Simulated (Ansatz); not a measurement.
`FB(Cl)O[SiH3]` + `N#[C][GaH][F]` → `N#CB(F)Cl` + `[F][GaH][O][SiH3]`  (redistribution)

Gas-phase electronic energies from Ansatz, PBE0-D4/def2-TZVP geometries. CCSD(T)/CBS adds triple-zeta CCSD(T) − MP2 to the extrapolated MP2 energy (def2 sets, frozen cores). This one scheme is used for every species. DFT in def2-TZVPP. For Ga outer-core shells are correlated without core-valence functions, which leaves a few kJ/mol of doubt a bond. Scalar relativity is left out up to krypton. Each species was taken in one conformer, which may not be the lowest.

```
       level  ΔE (kJ/mol)
      B2PLYP         59.0
     r2SCANh         60.4
     r2SCAN0         64.2
MP2/def2-SVP         57.9
```

What does CCSD(T)/CBS give? (Best estimate.)

Computed: +61.6 kJ/mol. The listed levels differ from it by -2.6, -1.2, 2.6, -3.7 kJ/mol.

Largest T1 diagnostic among the species: 0.015.

In def2-TZVPP, CCSD(T) changes the Hartree–Fock value by −14.0 kJ/mol (the triples alone add −2.8 kJ/mol) and MP2 by −17.5 kJ/mol. From PBE to PBE0 (25 % exact exchange), in def2-TZVPP and without D4, ΔE moves by +7.7 kJ/mol.
